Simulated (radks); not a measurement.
Task: Species: the gold ion Au3+. Configuration: [Xe] 4f14 5d8 (the NIST ground configuration). Method: scalar-relativistic Kohn-Sham, PBE, spin-polarised, spherical densities, finite nucleus; open shells are filled with parallel spins first (spin-orbit coupling, left out, can overturn this in heavy ions); Fermi nuclear charge, rms radius 5.4371 fm; computed with a radial shooting solver on a logarithmic mesh with Libxc functionals. Some entries of the table are withheld. Estimate them.

orbital  occ.  eigenvalue (hartree)  <r> (bohr)  <r^2> (bohr^2)
1s down     1             -2968.541     0.01687       0.0003934
1s up       1             -2968.541     0.01687       0.0003934
2s up       1             -524.9179     0.07114        0.005996
2s down     1             -524.9120     0.07114        0.005996
2p up       3             -454.1294     0.06424        0.005047
2p down     3             -454.1246     0.06424        0.005047
3s up       1             -124.9247      0.1839         0.03867
3s down     1             -124.9225      0.1839         0.03866
3p up       3             -104.3807      0.1851         0.03974
3p down     3             -104.3782      0.1851         0.03974
3d up       5             -82.39513      0.1677         0.03292
3d down     5             -82.39083      0.1677         0.03292
4s up       1             -28.16840      0.4071          0.1870
4s down     1             -28.16269      0.4071          0.1870
4p up       3             -21.42859      0.4335          0.2136
4p down     3             -21.42331      0.4335          0.2136
4d up       5             -13.32507      0.4584          0.2428
4d down     5             -13.31895      0.4583          0.2426
5s up       1              -5.33088      0.9251          0.9594
5s down     1              -5.29142      0.9230          0.9551
4f up       7              -4.32982      0.4986          0.3014
4f down     7              -4.32104      0.4978          0.3001
5p up       3                   (1)         (2)           1.275
5p down     3                   (3)         (4)           1.270
5d up       5              -1.51785       1.431             (5)
5d down     3              -1.46396       1.438             (6)

Result: 
(1) 5p up eigenvalue (hartree): -3.53851
(2) 5p up <r> (bohr): 1.063
(3) 5p down eigenvalue (hartree): -3.48993
(4) 5p down <r> (bohr): 1.061
(5) 5d up <r^2> (bohr^2): 2.366
(6) 5d down <r^2> (bohr^2): 2.394
